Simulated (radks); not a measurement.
Initial-state core-level shifts of the gadolinium ion Gd+ when its valence configuration changes from [Xe] 4f7 5d1 6s1. All-electron calculation, scalar-relativistic Kohn-Sham, PBE, spin-unpolarised, spherical densities, finite nucleus; Fermi nuclear charge, rms radius 5.1569 fm. Program: a radial shooting solver on a logarithmic mesh with Libxc functionals. Shifts are changes of the shell-averaged eigenvalues in eV (positive: less bound); the change of the density at the nucleus, which sets a Mossbauer isomer shift, is in e/bohr^3, on a base of 6.582e+05.

valence               1s       2s       4s       4d  density at nucleus
4f6 5d1 6s1 6p1  -11.131  -11.882  -12.205  -11.650              +44.58
4f7 6s1 6p1       -3.533   -3.623   -3.566   -3.593               +7.98
4f6 5d2 6s1       -7.385   -8.033   -8.420   -7.851              +35.38
4f5 5d1 6s1 6p2  -23.585  -25.252  -25.712  -24.457              +97.38
4f7 5d1 6p1       -1.259   -1.248   -1.249   -1.250              -34.07
4f8 5d1           +8.008   +8.583   +8.995   +8.607              -61.81
4f7.5 5d1.5       +5.139   +5.486   +5.676   +5.473              -50.24
4f6.5 5d1.5 6s1   -3.587   -3.895   -4.099   -3.832              +17.06
4f8 6s1           +6.405   +6.917   +7.358   +6.937              -29.53
